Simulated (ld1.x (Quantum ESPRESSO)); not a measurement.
Reading a pseudo-wave (S)

Columns: radius, all-electron u(r) and pseudo u(r) of the 3s shell (level -17.93 eV) of sulfur in the configuration [Ne] 3s1 3p5; PBE, scalar-relativistic, TM scheme, ld1.x (Quantum ESPRESSO) 7.5.

```csv
r (bohr),all-electron,pseudo
0.088,0.1479,0.0333
0.175,-0.1691,0.0676
0.262,-0.3727,0.1047
0.350,-0.4045,0.1466
0.438,-0.3121,0.1944
0.525,-0.1551,0.2492
0.612,0.0259,0.3126
0.700,0.2071,0.3857
0.788,0.3710,0.4669
0.875,0.5091,0.5518
0.962,0.6213,0.6357
1.050,0.7092,0.7122
1.138,0.7732,0.7734
1.225,0.8151,0.8151
1.312,0.8384,0.8384
1.400,0.8463,0.8463
1.487,0.8413,0.8413
1.575,0.8259,0.8259
1.662,0.8027,0.8027
1.750,0.7734,0.7734
1.838,0.7397,0.7397
1.925,0.7037,0.7037
2.012,0.6660,0.6660
2.100,0.6271,0.6271
2.188,0.5881,0.5881
2.275,0.5502,0.5502
```

How many radial nodes do the two functions have?

The all-electron 3s function has n − l − 1 = 2; the pseudo-wave has 0, since the states of the same l below it are removed with the core.

At about which radius was the pseudo-wave matched?

1.25 bohr. The columns agree to 0.0005 from 1.14 bohr on; several derivatives are matched, so the curves merge somewhat inside the radius.

Is the pseudo-wave norm-conserving?

Yes: the TM scheme keeps the norm inside the radius equal to the all-electron one, which fixes the energy derivative of the logarithmic derivative at the level.
